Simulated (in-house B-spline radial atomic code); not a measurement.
The numbers below are computed, except where a source is named.
Weak and strong correlation along the adiabatic connection

Two-electron singlets in several external potentials (atomic units), by full CI in B-splines with partial waves to l = 8 (correlation energies up to 0.6 % small). The repulsion is scaled by λ at fixed density; W(λ) is the mean repulsion less the Hartree energy, W(0) = E_x, and the area under W from 0 to 1 is E_xc.

One system gave this curve:

```tsv
λ	W (hartree)
0	-0.37154
0.02	-0.37375
0.05	-0.37695
0.12	-0.38395
0.25	-0.39537
0.4	-0.40642
0.6	-0.41838
0.8	-0.42793
1	-0.43569
1.4	-0.44749
2	-0.45943
3	-0.47163
4.5	-0.4821
7	-0.49168
10	-0.49825
```

Q: Which system is it?
A. −V exp(−r²/w²), V = 10.9, w = 0.865
B. −Z exp(−kr)/r, Z = 7.67, k = 1.95
C. ω²r²/2 − Z/r, ω = 0.346, Z = -0.5
D. −V exp(−r²/w²), V = 4.88, w = 2.05

A: C. The exchange energy sets the size: ω²r²/2 − Z/r, ω = 0.346, Z = -0.5: E_x = -0.372, E_c = -0.0382; −Z exp(−kr)/r, Z = 7.67, k = 1.95: E_x = -4.33, E_c = -0.0456; −V exp(−r²/w²), V = 10.9, w = 0.865: E_x = -1.44, E_c = -0.0427; −V exp(−r²/w²), V = 4.88, w = 2.05: E_x = -0.82, E_c = -0.0408 hartree.
